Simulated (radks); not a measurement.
Values are calculated unless marked as measured or tabulated.
Q: Species: Sr III. Configuration: [Kr]. Level of theory: scalar-relativistic Kohn-Sham, PBE, spin-polarised, spherical densities, finite nucleus; Fermi nuclear charge, rms radius 4.224 fm (a radial shooting solver on a logarithmic mesh with Libxc functionals). Some entries of the table are withheld. Estimate them.

orbital,occ.,eigenvalue (eV),<r^2> (bohr^2),<r> (bohr)
1s,2,-15951.18,0.002067,0.03916
2s,2,-2172.086,(1),(2)
2p,6,-1931.592,(3),0.1504
3s,2,-347.8337,0.2779,(4)
3p,6,(5),0.2900,0.4984
3d,10,-142.0700,0.3026,0.4982
4s,2,-54.7238,2.075,1.352
4p,6,-36.5170,2.752,1.548

A: 
(1) 2s <r^2> (bohr^2): 0.03507
(2) 2s <r> (bohr): 0.1725
(3) 2p <r^2> (bohr^2): 0.02766
(4) 3s <r> (bohr): 0.4920
(5) 3p eigenvalue (eV): -270.2122
